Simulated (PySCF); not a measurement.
C₃H₇NSi₂, SMILES [SiH3]C1=C[SiH2]N=C1.

Coordinates come from a PBE0-D3(BJ)/def2-SVP optimisation. The geometry has at least one imaginary mode, so it is a saddle point at that level. This is a generated structure with no PubChem entry under its InChIKey; it may be hypothetical.

Two levels are set side by side: TDDFT-PBE/def2-SVPD (PySCF) and TDDFT-M06-2X/def2-SVPD (PySCF). Vertical, same geometry. The lowest singlet is HOMO→LUMO 100 % with PBE and HOMO→LUMO 91 % with the other functional; states are paired by order. Differences are taken from unrounded values.

| quantity | TDDFT-M06-2X | TDDFT-PBE | TDDFT-PBE minus TDDFT-M06-2X |
|---|---|---|---|
| lowest singlet excitation (eV) | 3.57 | 3.04 | -0.54 |
| lowest triplet excitation (TDA) (eV) | 3.23 | 2.66 | -0.57 |
| first bright state (f over 0.05) (eV) | 6.75 | 5.36 | -1.38 |
| its oscillator strength | 0.18 | 0.07 | -0.11 |

Functionals without exact exchange tend to place singlet excitations lower, as here. Differences between two approximate levels are no errors against the true value.

Rough cost on one machine, each run with all the roots and properties that it gave: TDDFT-M06-2X against TDDFT-PBE about 20 times.
